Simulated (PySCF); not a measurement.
Species: Ge(OAc)Cl3, C₂H₃Cl₃GeO₂.
Structure used (PBE0-D3(BJ)/def2-SVP), in Å, numbered top down from 1:
```
atom  x, y, z in Å
Ge1   -0.3208   -0.5695   -1.8695
O2    -0.3541   -0.5802   -0.0730
C3     0.2541    0.4601    0.5322
C4     0.2190    0.3426    2.0220
O5     0.7556    1.3499   -0.1021
H6     0.6851    1.2230    2.4763
H7     0.7520   -0.5701    2.3260
H8    -0.8215    0.2376    2.3613
Cl9    1.6586   -0.6756   -2.6151
Cl10  -1.3780    1.0663   -2.7025
Cl11  -1.3522   -2.3696   -2.3247
```

The calculation used PySCF, TDDFT B3LYP/def2-SVPD, vertical, gas phase, core orbitals frozen in the response. Relativistic effects, spin–orbit coupling among them, are left out although an element past zinc is present.

Ground-to-excited transition dipoles (e·a0, same axes as the geometry; the sign carries no meaning), for the states with f of 0.002 or more among the lowest 10:

```
state  E (eV)      μx      μy      μz
   S1   5.191  -0.114  -0.197  -0.344
   S4   6.002  -0.075  -0.312  -0.040
   S5   6.015   0.270  -0.015   0.022
   S7   6.465  -0.190  -0.290   0.178
   S8   6.498   0.054   0.110   0.547
   S9   6.589   0.498  -0.307   0.017
  S10   7.533   0.047   0.075   0.200
```

Task: Work out the oscillator strengths.

Result: f = (2/3) ΔE |μ|² with ΔE in hartree (27.2114 eV).

| state | \|μ\|² (au) | \|μ\| (D) | f |
| --- | --- | --- | --- |
| S1 | 0.170 | 1.05 | 0.022 |
| S4 | 0.104 | 0.82 | 0.015 |
| S5 | 0.074 | 0.69 | 0.011 |
| S7 | 0.152 | 0.99 | 0.024 |
| S8 | 0.314 | 1.42 | 0.050 |
| S9 | 0.343 | 1.49 | 0.055 |
| S10 | 0.048 | 0.56 | 0.009 |

Task: What angle do the transition dipoles of S7 and S9 make?

Result: |cos θ| = |μa·μb| / (|μa| |μb|) = 0.01, so θ ≈ 89° (taken between 0 and 90°, since the signs are arbitrary).

Task: How is the summed strength of these states shared among x, y and z?

Result: (2/3) Σ ΔE μα² gives 0.060 for x, 0.051 for y and 0.075 for z, 0.186 in all.

One conformer stands for the species.
